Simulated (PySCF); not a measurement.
C2H7F3OSi2.
Atom-mapped SMILES: `[F:1][C:2]([F:3])([F:4])[O:5][CH:6]([SiH3:7])[SiH3:8]` (hydrogens: H9 on C6; H10, H11, H12 on Si7; H13, H14, H15 on Si8)

The same species was optimised twice, with GFN2-xTB and with PBE0-D3(BJ)/def2-SVP (PySCF), and the same property calculations (PySCF, gas phase) were run on both structures.

| coordinate | GFN2-xTB | PBE0-D3(BJ)/def2-SVP | change |
| --- | --- | --- | --- |
| C2–O5 (Å) | 1.299 | 1.335 | +0.036 |
| O5–C6 (Å) | 1.481 | 1.451 | -0.030 |
| F1–C2 (Å) | 1.353 | 1.339 | -0.014 |
| C2–F4 (Å) | 1.332 | 1.318 | -0.014 |
| C2–F3 (Å) | 1.353 | 1.339 | -0.014 |
| C6–Si7 (Å) | 1.914 | 1.904 | -0.010 |
| C6–Si8 (Å) | 1.914 | 1.904 | -0.010 |
| Si7–C6–Si8 (°) | 120.0 | 115.5 | -4.5 |
| O5–C6–Si8 (°) | 104.1 | 107.6 | +3.5 |
| O5–C6–Si7 (°) | 105.1 | 108.1 | +3.0 |
| F1–C2–F4 (°) | 106.3 | 108.7 | +2.4 |
| F3–C2–F4 (°) | 106.3 | 108.6 | +2.3 |
| F1–C2–O5 (°) | 114.4 | 112.2 | -2.2 |
| F3–C2–O5 (°) | 114.4 | 112.3 | -2.1 |
| F1–C2–F3 (°) | 104.3 | 106.4 | +2.1 |
| F1–C2–O5–C6 (°) | -60 | -61 | -1 |
| C2–O5–C6–Si7 (°) | 114 | 117 | +3 |

Rotational constants: A = 1820, B = 992.5, C = 744.3 MHz (GFN2-xTB) against A = 1878, B = 961.3, C = 735.7 MHz (PBE0-D3(BJ)/def2-SVP). Atoms that the bonding makes alike are paired by their places after alignment.

On the GFN2-xTB structure: HOMO (eV) -8.53 [PBE0/pcSseg-1]; LUMO (eV) 0.06 [PBE0/pcSseg-1]; dipole (D) 2.71 [PBE0/pcSseg-1]; GIAO shielding of F1/F3/F4 (mean) (ppm) 246.3 [PBE0/pcSseg-1]; GIAO shielding of C2 (ppm) 55.7 [PBE0/pcSseg-1]; GIAO shielding of O5 (ppm) 246.4 [PBE0/pcSseg-1]; GIAO shielding of C6 (ppm) 125.1 [PBE0/pcSseg-1]; GIAO shielding of Si7/Si8 (mean) (ppm) 417.6 [PBE0/pcSseg-1].

Q: What do these properties become on the PBE0-D3(BJ)/def2-SVP structure?

A: 
```json
{"property": "HOMO (eV)", "level": "PBE0/pcSseg-1", "on GFN2-xTB": "-8.53", "on PBE0-D3(BJ)/def2-SVP": "-8.37", "change": "+0.16"}
{"property": "LUMO (eV)", "level": "PBE0/pcSseg-1", "on GFN2-xTB": "0.06", "on PBE0-D3(BJ)/def2-SVP": "0.13", "change": "+0.07"}
{"property": "dipole (D)", "level": "PBE0/pcSseg-1", "on GFN2-xTB": "2.71", "on PBE0-D3(BJ)/def2-SVP": "2.01", "change": "-0.70"}
{"property": "energy, GFN2-xTB geometry as zero (kcal/mol)", "level": "PBE0/pcSseg-1", "on GFN2-xTB": "0.0", "on PBE0-D3(BJ)/def2-SVP": "-2.6", "change": "-2.6"}
{"property": "GIAO shielding of F1/F3/F4 (mean) (ppm)", "level": "PBE0/pcSseg-1", "on GFN2-xTB": "246.3", "on PBE0-D3(BJ)/def2-SVP": "254.6", "change": "+8.3"}
{"property": "GIAO shielding of C2 (ppm)", "level": "PBE0/pcSseg-1", "on GFN2-xTB": "55.7", "on PBE0-D3(BJ)/def2-SVP": "55.9", "change": "+0.2"}
{"property": "GIAO shielding of O5 (ppm)", "level": "PBE0/pcSseg-1", "on GFN2-xTB": "246.4", "on PBE0-D3(BJ)/def2-SVP": "245.6", "change": "-0.8"}
{"property": "GIAO shielding of C6 (ppm)", "level": "PBE0/pcSseg-1", "on GFN2-xTB": "125.1", "on PBE0-D3(BJ)/def2-SVP": "132.3", "change": "+7.2"}
{"property": "GIAO shielding of Si7/Si8 (mean) (ppm)", "level": "PBE0/pcSseg-1", "on GFN2-xTB": "417.6", "on PBE0-D3(BJ)/def2-SVP": "415.3", "change": "-2.3"}
```

The heavy atoms differ by 0.051 Å rms after alignment (one structure mirrored). Among bonds between heavy atoms C2–O5 changes most (+0.036 Å). Changes are differences of the printed values. Neither structure is proved a minimum here.

The values belong to the conformer `[F:1][C:2]([F:3])([F:4])[O:5][CH:6]([SiH3:7])[SiH3:8]`: F1–C2–O5–C6 -61°, C2–O5–C6–Si7 117°.
